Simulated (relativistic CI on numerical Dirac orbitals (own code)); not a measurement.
**Ligand-field terms of d4**

Computed with a parametric ligand-field model of a d^n configuration (Racah B and C, spin-orbit zeta, crystal field), exact diagonalisation.

Field parameters in Wybourne normalisation: D4h B²₀ = −7Ds, B⁴₀ = 21(Dq − Dt), B⁴₄ = 21√(5/14) Dq; Oh B⁴₀ = 21Dq, B⁴₄ = √(5/14) B⁴₀; Td as Oh with Dq negative (B⁴₀ = 21Dq, B⁴₄ = √(5/14) B⁴₀). The field is a parameter set, without covalency.

Task: Ground term and bands for B = 360, C = 1680, ζ = 0 cm⁻¹, Oh, 10Dq = 13200 cm⁻¹?

Result: Ground term 3T1 with 0.03 electrons in the two orbitals of the cubic e set. Spin-allowed: 3E 11698 cm⁻¹ (855 nm), 3T1 12134 cm⁻¹ (824 nm), 3T2 12552 cm⁻¹ (797 nm), 3A1 13108 cm⁻¹ (763 nm). Lowest spin-forbidden: 5E 3148 cm⁻¹ (3176 nm), 1T2 4762 cm⁻¹ (2100 nm), 1E 5250 cm⁻¹ (1905 nm).

Task: Ground term and bands for B = 360, C = 1510, ζ = 0 cm⁻¹, Oh, 10Dq = 3250 cm⁻¹?

Result: Ground term 5E with 1.00 electrons in the two orbitals of the cubic e set. Spin-allowed: 5T2 3250 cm⁻¹ (3077 nm). Lowest spin-forbidden: 3T1 5426 cm⁻¹ (1843 nm), 3E 7759 cm⁻¹ (1289 nm), 3T1 8217 cm⁻¹ (1217 nm).

Task: Ground term and bands for B = 600, C = 2590, ζ = 0 cm⁻¹, Td, 10Dq = -9150 cm⁻¹?

Result: Ground term 5T2 with 2.00 electrons in the two orbitals of the cubic e set. Spin-allowed: 5E 9150 cm⁻¹ (1093 nm). Lowest spin-forbidden: 1A1 3405 cm⁻¹ (2936 nm), 3T1 5512 cm⁻¹ (1814 nm), 3T2 8486 cm⁻¹ (1178 nm).

Task: Ground term and bands for B = 520, C = 2380, ζ = 0 cm⁻¹, D4h, 10Dq = 23900, Ds = 350, Dt = 140 cm⁻¹?

Result: Ground term 3E with 0.02 electrons in the two orbitals of the cubic e set. Spin-allowed: 3A2 332 cm⁻¹, 3B1 20165 cm⁻¹ (496 nm), 3A2 20829 cm⁻¹ (480 nm), 3E 21261 cm⁻¹ (470 nm). Lowest spin-forbidden: 1E 6900 cm⁻¹ (1449 nm), 1B2 7194 cm⁻¹ (1390 nm), 1A1 7452 cm⁻¹ (1342 nm).

Task: Ground term and bands for B = 800, C = 3320, ζ = 0 cm⁻¹, Oh, 10Dq = 7250 cm⁻¹?

Result: Ground term 5E with 1.00 electrons in the two orbitals of the cubic e set. Spin-allowed: 5T2 7250 cm⁻¹ (1379 nm). Lowest spin-forbidden: 3T1 11876 cm⁻¹ (842 nm), 3E 17101 cm⁻¹ (585 nm), 3T1 18103 cm⁻¹ (552 nm).
